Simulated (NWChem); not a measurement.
System: Si$_{2}$H$_{3}$Cl$_{2}$F; SMILES F[Si@H](Cl)[SiH2]Cl

NWChem input:

```
start job
memory heap 200 mb stack 900 mb global 1100 mb
geometry units angstroms noautosym nocenter noautoz
  F      1.805155    -0.862628    -0.426637
  Si     0.417614    -0.794191     0.409747
  Cl    -0.675968    -2.490481    -0.017194
  Si    -0.842627     1.030668    -0.333316
  Cl     0.163335     2.772787     0.173819
  H      0.760149    -0.795152     1.854981
  H     -1.013597     0.969276    -1.811964
  H     -2.176316     1.028906     0.332644
end
basis spherical
  F library pcsseg-1
  Si library pcsseg-1
  Cl library pcsseg-1
  H library pcsseg-1
end
dft
  xc bhlyp
  iterations 150
end
property
  shielding
end
task dft property
```

The geometry was optimised at PBE0/def2-SVP.

GIAO values for the isolated, static molecule; σ is the absolute isotropic shielding, δ = σ(reference) − σ with the isolated reference molecule computed at the same levels (19F: trichlorofluoromethane, 1H: tetramethylsilane, 29Si: tetramethylsilane).

Atoms are numbered as in the input.

### Question
Predict the main results of this run. (BHandHLYP/pcSseg-1, GIAO.) Quantities: δ F1 (ppm); δ Si2 (ppm); σ Cl3 (ppm); δ Si4 (ppm); σ Cl5 (ppm); δ H6 (ppm); δ H8 (ppm).

### Answer
The δ F1 (ppm) is -156.6. The δ Si2 (ppm) is 15.2. The σ Cl3 (ppm) is 904.8 and the δ Si4 (ppm) comes out as -29.5. The σ Cl5 (ppm) is 1055.6 and the δ H6 (ppm) is 5.56. The δ H8 (ppm) is 4.67.
